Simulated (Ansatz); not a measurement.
Sn8. The state is a singlet with charge 0. Geometry PBE-D4/def2-SVP, basis def2-TZVP, Ansatz.

```xyz
8

Sn    2.313    1.067   -0.577
Sn   -0.360   -0.832    1.281
Sn   -1.944   -1.896   -1.019
Sn   -2.795    0.654    0.407
Sn   -0.606    0.790   -1.819
Sn    2.339   -0.274    1.988
Sn    1.203   -1.765   -1.235
Sn   -0.151    2.256    0.973
```

| run | HOMO (eV) | LUMO (eV) |
| --- | --- | --- |
| A | -4.33 | -3.31 |
| B | -4.53 | -3.50 |
| C | -4.71 | -3.54 |
| D | -5.16 | -3.03 |
| E | -5.61 | -2.35 |

In the def2 sets Sn takes a core potential; there is no spin–orbit coupling. The structure comes from a short search, and lower isomers may exist.

Problem. The runs used BHLYP, BLYP, PBE, PBE0, r2SCAN. Estimate which is which.

Solution. A BLYP (0 % exact exchange); B PBE (0 % exact exchange); C r2SCAN (0 % exact exchange); D PBE0 (25 % exact exchange); E BHLYP (50 % exact exchange). Exact exchange lowers occupied and raises empty levels; among semilocal functionals meta-GGAs tend to open the gap a little, and such runs are hard to tell apart. The gap grows from 1.02 eV (BLYP) to 3.26 eV (BHLYP). A triplet lies near this restricted singlet, and broken spin symmetry wasn't tried.
